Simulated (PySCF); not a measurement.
These are PBE-D3(BJ)/def2-TZVP // B3LYP-D3(BJ)/def2-SVP (PySCF) values and carry that method's errors. All species are isolated molecules in the gas phase. One relaxed conformer stands for a flexible species; it need not be the lowest. Excitations are Tamm–Dancoff values on a coarser integration grid. The basis has no diffuse functions, so Rydberg states are missing or too high.

Reference species (SMILES): `CO[Si@@H]([SiH3])[SiH2]C(F)(F)F` (C–O–Si–Si torsion 63°, Si–Si–Si–C torsion -44°) (neutral, multiplicity 1).

| Item | Result |
|---|---|
| S1–T1 gap (TDA) | 0.42 eV |
| T1 excitation (TDA) | 4.33 eV |
| HOMO | -6.47 eV |

Changed species: `FC(F)(F)[SiH2][SiH2][SiH2]OC`.

### Question
Give the shifts of the S1–T1 gap (TDA), T1 excitation (TDA) and HOMO.

### Answer
the S1–T1 gap (TDA) drops by 0.14 eV, to 0.28 eV; the T1 excitation (TDA) rises by 0.51 eV, to 4.84 eV; the HOMO decreases by 0.04 eV, to -6.51 eV.
